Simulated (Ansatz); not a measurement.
Pulling on the Ge1–H2 bond in BrGeH (SMILES [GeH][Br]) (multiplicity 1 held, fragments rigid). Energies count from the point at 1.603 Å.
Geometry at that point (charge 0, multiplicity 1):
```xyz
3

Ge    -0.68565    -0.57868     0.82194
H     -1.72319    -1.07323    -0.29580
Br     0.67612     0.55974    -0.74304
```

Restricted levels (R-, RO-) in cc, def2 and unpolarised 6-31G sets keep to the state of the molecule at rest. U- levels take the lowest unrestricted solution at each point, which mixes spins at long bonds. Active spaces are followed from a long bond inwards. Levels need not reach the same state.

Correlated levels freeze the cores. Filled d and f shells under p-block atoms count as core.

The values were computed with Ansatz (Gaussian orbitals). 

Energies in eV.

| R (Å) | U-HF/cc-pVDZ | U-SCS-MP2/cc-pVDZ | R-CCSDT/cc-pVDZ | FIC-MRCISD+Q on CASSCF(2,2)/cc-pVDZ |
|---|---|---|---|---|
| 1.283 | 1.05 | 1.20 | 1.14 | 1.13 |
| 1.443 | 0.17 | 0.25 | 0.22 | 0.22 |
| 1.603 | 0.00 | 0.00 | 0.00 | 0.00 |
| 1.764 | 0.19 | 0.15 | 0.14 | 0.14 |
| 1.924 | 0.57 | 0.49 | 0.44 | 0.44 |
| 2.164 | 1.24 | 1.26 | 1.00 | 1.00 |
| 2.405 | 1.68 | 2.05 | 1.53 | 1.53 |
| 2.806 | 1.98 | ___ | 2.20 | 2.20 |
| 3.207 | 2.07 | ___ | 2.58 | 2.58 |
| 3.687 | 2.11 | ___ | 2.78 | 2.77 |
| 4.329 | 2.12 | 2.81 | 2.86 | 2.84 |
| 5.130 | 2.12 | 2.81 | 2.88 | 2.86 |

### Question
What belongs in the gaps?

### Answer

- 3.207, U-SCS-MP2/cc-pVDZ: 2.73
- 3.687, U-SCS-MP2/cc-pVDZ: 2.79
- 2.806, U-SCS-MP2/cc-pVDZ: 2.57

Doubts at one or more of the structures used: a spin-contaminated determinant (U-HF/cc-pVDZ, U-SCS-MP2/cc-pVDZ); a restricted determinant that unrestricted orbitals would lower (R-CCSDT/cc-pVDZ); other coupled-cluster roots lie near (R-CCSDT/cc-pVDZ); T1 above 0.05 (R-CCSDT/cc-pVDZ).

Ansatz is a quantum-chemistry and plane-wave program.
